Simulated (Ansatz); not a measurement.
Ansatz (a first-principles code) input (PBE-QIDH/def2-TZVPD):

Ansatz 0.2 input:
```yaml
crystal:
  periodic: [false, false, false]
  atoms:
    - {symbol: N, position_ang: [-0.81979126, -1.19475521, 0.79061332]}
    - {symbol: Si, position_ang: [0.06719790, 0.19909747, 0.32565865]}
    - {symbol: N, position_ang: [1.38586165, -0.38353112, -0.60524715]}
    - {symbol: O, position_ang: [-0.63050448, 1.29067513, -0.72287595]}
    - {symbol: H, position_ang: [-1.43368756, -1.19239489, 1.58761962]}
    - {symbol: H, position_ang: [-1.05156182, -1.92037394, 0.12606736]}
    - {symbol: H, position_ang: [1.89189506, 0.24322288, -1.21118891]}
    - {symbol: H, position_ang: [1.97210164, -1.11890458, -0.24421262]}
    - {symbol: H, position_ang: [-1.23797500, 1.92368936, -0.33206200]}
basis:
  gaussian:
    orbitals: def2-TZVPD
hamiltonian:
  xc: {name: PBE-QIDH}
magnetization: {spin_polarized: true, initial_magnetization: 1}
correlation: {electrons: outside_noble_gas}
```

End of the output:

```
integrals: 0.30 GiB planned
1364 factors; integrals over basis functions are off by at most 1.1e-3 eV
0.32 GiB of the device are held for the grids
1.11 GiB of device memory are held for the factors and their scratch space
mean field: 1.60 GiB planned
mean field evaluation 1: about -12962.6150 eV, gradient 4.7e1 eV
mean field evaluation 2: about -12962.6717 eV, gradient 4.7e1 eV
mean field evaluation 4: about -12970.6555 eV, gradient 2.9e0 eV
mean field evaluation 8: about -12970.7273 eV, gradient 4.0e-1 eV
mean field evaluation 16: about -12970.7295 eV, gradient 1.4e-3 eV
mean field -12970.72948811 eV, -476.6655168117 hartree, gradient 8.1e-6 eV, S^2 0.753135; 0 other end points of the search recorded, 0 dependent functions left out
8 core orbitals not correlated
reference -12970.72950539 eV, -476.6655174469 hartree; 13, 12 occupied and 181, 182 virtual orbitals, 1364 factors
second order -23.25499009 eV of doubles, -0.00000000 eV of singles
Total energy: -12978.48116876 eV, -476.9503858213 hartree
```

It need not be the lowest isomer of its formula.
